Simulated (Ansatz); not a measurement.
System: AlF$_{2}$, charge 1, multiplicity 1. It need not be the lowest isomer of its formula. 
Geometry from a B3LYP-D3(BJ)/def2-TZVP (Ansatz, an electronic-structure program) optimisation:
```
Al
F 1 1.5918
F 1 1.5918 2 180.00
```
Charge +1, spin multiplicity 1.

Basis-set convergence of Hartree-Fock and MP2 correlation energies (hartree) with Ansatz. Cores are frozen in the correlated levels unless marked. Spin-orbit coupling is left out. No relativistic terms.

```
basis        functions       E(HF)  E(corr, MP2)
-----------  ---------  ----------  ------------
cc-pV(D+d)Z         51  -440.60487      -0.42638
cc-pV(T+d)Z         99  -440.70230      -0.55998
cc-pV(Q+d)Z        174  -440.72518      -0.60999
```

Extrapolating the two largest sets (X = 3 and 4) as X^-3: E(corr) = (64·(-0.60999) - 27·(-0.55998))/37 = -0.6465 Eh, an estimate of the basis-set limit. The largest set recovers 94.4 % of it, the smallest 66.0 %.
